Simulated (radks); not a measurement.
The molybdenum ion Mo2+ inside a hard spherical wall (all orbitals vanish at R), configuration held at [Kr] 4d4 and not refilled when levels cross. All-electron calculation, scalar-relativistic Kohn-Sham, LDA (Slater exchange, VWN5 correlation), spin-unpolarised, spherical densities, finite nucleus; Fermi nuclear charge, rms radius 4.4091 fm. Program: a radial shooting solver on a logarithmic mesh with Libxc functionals. Eigenvalues in eV, with the zero of energy where the potential of the charges vanishes at infinity; a dash marks a level that is unbound or too diffuse for the functional's potential to be trusted. A positive occupied level is held by the wall or, in an anion where self-interaction has pushed it up, behind a barrier. The pressure on the wall is -dE/dV.

| R (bohr) | E (hartree) | kinetic (hartree) | e(3d) | e(4s) | e(4p) | e(4d) | e(5s, empty) | e(5p, empty) | pressure (GPa) |
|---|---|---|---|---|---|---|---|---|---|
| free | -4043.53853 | 4167.908 | -239.99 | -82.878 | -56.905 | -21.061 | -17.997 | -12.818 | 0 |
| 15 | -4043.53853 | 4167.908 | -239.99 | -82.878 | -56.905 | -21.061 | -17.997 | -12.818 | < 0.0001 |
| 5 | -4043.52697 | 4168.005 | -239.51 | -82.461 | -56.507 | -20.661 | -16.791 | -10.308 | 2.09 |
| 4 | -4043.46032 | 4168.419 | -237.92 | -81.140 | -55.255 | -19.238 | -12.741 | -4.215 | 21.9 |
| 3.5 | -4043.33176 | 4169.118 | -235.80 | -79.484 | -53.669 | -17.244 | -7.033 | 3.467 | 78.5 |
| 3 | -4042.95948 | 4171.028 | -231.37 | -76.203 | -50.412 | -12.894 | 5.484 | 19.094 | 324 |
| 2.5 | -4041.73557 | 4176.896 | -221.26 | -68.950 | -42.748 | -2.569 | 34.984 | 53.325 | 1620 |
| 2 | -4037.07560 | 4196.410 | -196.98 | -49.889 | -21.483 | 24.763 | 111.50 | 136.42 | 10200 |
| 1.5 | -4016.23265 | 4267.403 | -138.24 | 15.126 | 50.895 | 109.35 | 339.43 | 370.86 | 87700 |
